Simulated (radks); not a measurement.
Values are calculated unless marked as measured or tabulated.
Excited configurations of Pt LX: one electron is placed in a higher orbital outside [Ar]. The ground configuration is [Ar] 3d1. Level of theory: scalar-relativistic Kohn-Sham, PBEsol, spin-polarised, spherical densities, point nucleus; open shells are filled with parallel spins first (spin-orbit coupling, left out, can overturn this in heavy ions) (a radial shooting solver on a logarithmic mesh with Libxc functionals). Excitation = E - E(ground); binding = E(ion) - E, where the ion is the core of charge +60; n* = 60/sqrt(2 binding) in atomic units. These energies are relativistic, and a one-electron ion of charge +60 with no core already has n* below n in this formula (scalar-relativistic equation, point nucleus: 4d 3.980, 4f 3.991, 5p 4.950, 5d 4.976, 5f 4.987, 6s 5.911, 6d 5.973, 6f 5.985, 7s 6.909, 7p 6.946, 7d 6.972, 7f 6.983). The quantum defect is therefore taken as that value minus n*, so that it holds no relativistic shift of the bare ion.

outer orbital  excitation (eV)  binding (eV)     n*  quantum defect  eigenvalue (eV)  <r> (bohr)
4d                      2758.2        3294.0  3.856           0.123          -3262.5      0.3226
4f                      2891.3        3160.9  3.936           0.054          -3122.6      0.2853
5p                      3877.8        2174.4  4.746           0.204          -2158.2      0.5482
5d                      3971.8        2080.4  4.852           0.124          -2063.7      0.5399
5f                      4035.0        2017.2  4.928           0.059          -1998.9      0.5069
6s                      4507.7        1544.5  5.631           0.280          -1534.0      0.7942
6d                      4620.2        1432.0  5.848           0.125          -1421.4      0.8066
6f                      4655.0        1397.3  5.921           0.064          -1385.4      0.7768
7s                      4937.0        1115.2  6.627           0.282          -1107.5       1.100
7p                      4973.8        1078.4  6.739           0.207          -1070.9       1.121
7d                      5006.5        1045.7  6.844           0.128          -1038.1       1.123
7f                      5027.7        1024.5  6.914           0.068          -1016.5       1.096

The Delta-SCF ionisation energy is 6052.2 eV (NIST Atomic Spectra Database: 6106 eV, theoretical). Self-interaction in the functional shifts the binding energies and quantum defects, so they are the method's values and not measured ones. Open shells are spherical and high-spin; term and fine-structure splittings are not resolved. Spin-orbit splitting is averaged out at the scalar-relativistic level.
